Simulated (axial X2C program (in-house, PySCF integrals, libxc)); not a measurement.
**NSmO²⁺: the levels of the configuration f(δφ)1 f(π)0**

Calculated with an axial X2C code built on PySCF integrals: two-component X2C with atomic mean-field Coulomb and Gaunt terms, basis N dyall-v3z, Sm dyall-v3z, O dyall-v3z (cores contracted in-house). Orbitals come from Hartree–Fock averaged over the configuration Sm f(δφ)1 f(π)0; CI then distributes these electrons over the f(δφ), f(π) shells of Sm.

N–Sm–O held linear, bonds 2.199 and 1.680 Å (the second held) (near the minimum of the configuration average).

Active spinors (ω > 0):

```json
{"shell": "f(δφ)", "ω": "5/2", "ε (eV)": "-9.87", "character": "100% Sm f"}
{"shell": "f(δφ)", "ω": "7/2", "ε (eV)": "-8.33", "character": "100% Sm f"}
{"shell": "f(δφ)", "ω": "5/2", "ε (eV)": "-7.14", "character": "100% Sm f"}
{"shell": "f(δφ)", "ω": "3/2", "ε (eV)": "-6.30", "character": "98% Sm f"}
{"shell": "f(π)", "ω": "1/2", "ε (eV)": "-1.38", "character": "76% Sm f, 11% Sm p, 9% N p"}
{"shell": "f(π)", "ω": "3/2", "ε (eV)": "-1.14", "character": "75% Sm f, 13% Sm p, 9% N p"}
```

Lowest levels of this model:

```tsv
Ω	energy (cm⁻¹)	g∥	configuration
5/2	0	4.16	100% f(δφ)1
7/2	15089	8.00	100% f(δφ)1
```

g∥ is the magnitude of 2⟨Lz + ge Sz⟩ for the +Ω component.

(1) From Ω and g∥ of the lowest level, whose 2⟨Lz + ge Sz⟩ is positive, find ⟨Sz⟩ and ⟨Lz⟩ (ge = 2.0023).

Occupations of the active spinors in the lowest level by ω, shell by shell in order of energy: -7/2: 0.00; -5/2: 0.00 0.00; -3/2: 0.00 0.00; -1/2: 0.00; 1/2: 0.00; 3/2: 0.00 0.00; 5/2: 1.00 0.00; 7/2: 0.00. The leading determinant has weight 1.00 among 2.

This point took 2.5 s on 1 thread of Arm Neoverse V2, with other jobs on the host.

There is no dynamic correlation: spin–orbit spacings and, for f shells, spacings inside one term are the most reliable numbers, splittings between terms come out too wide, and energies between configurations are not reliable, so the lowest level need not be the ground state of the molecule. At most 6 roots were kept for each Ω > 0 (twice that for Ω = 0) within 3.5 eV of the lowest, so higher up levels can be missing between those listed; levels with Ω > 0 are doubly degenerate and listed once, Ω = 0 levels singly. States that fill the shells left empty in the average are placed too high. The molecule was held linear; bending was not examined.

Results:

(1) Ω = ⟨Lz⟩ + ⟨Sz⟩ = 5/2 and ⟨Lz⟩ + ge⟨Sz⟩ = 2.080, so ⟨Sz⟩ = -0.42 and ⟨Lz⟩ = 2.92.
